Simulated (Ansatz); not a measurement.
Species: CH4S2, SMILES `CSS` (C–S–S–H torsion 87°) (charge 0, multiplicity 1).

Give a relaxed geometry from B3LYP-D3(BJ)/def2-TZVP (Ansatz, an electronic-structure program).

One answer among several that fit: the end point of this relaxation, one of several conformers (outside a Z-matrix the atoms follow the SMILES, hydrogens last).
Z-matrix (Å, degrees):
```
C
H 1 1.0877
H 1 1.0883 2 110.39
H 1 1.0913 2 109.52 3 -120.52
S 1 1.8186 2 110.66 4 -116.38
S 5 2.0616 1 102.83 2 -57.18
H 6 1.3495 5 99.16 1 -87.45
```
